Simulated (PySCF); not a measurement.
**Working out the excitation energy of C²⁺**

C²⁺ [He] 2s2 (1S) → C²⁺ [He] 2p2 (3P). All numbers are calculated (PySCF 2.14, the spin-free X2C one-electron Hamiltonian (Gaussian nucleus), in x2c-TZVPPall (5s3p2d1f, 31 functions)). Frozen: nothing. Energies in hartree (1 hartree = 27.21139 eV):

```json
{"part": "UHF", "C²⁺ (lower)": "-36.422566", "C²⁺ (upper)": "-35.856272"}
{"part": "MP2 opposite-spin", "C²⁺ (lower)": "-0.057491", "C²⁺ (upper)": "-0.015665"}
{"part": "MP2 same-spin", "C²⁺ (lower)": "-0.000315", "C²⁺ (upper)": "-0.008147"}
```

Task: What does Hartree-Fock give?

Result: (-35.856272) − (-36.422566) = 0.566294 hartree = 15.410 eV.

Task: What do MP2 and SCS-MP2 (6/5 opposite-spin, 1/3 same-spin) give?

Result: The opposite-spin parts differ by 1.138 eV and the same-spin parts by -0.213 eV. MP2: 15.410 + (1.138) + (-0.213) = 16.335 eV. SCS-MP2: 15.410 + 1.2 × (1.138) + (-0.213)/3 = 16.705 eV.
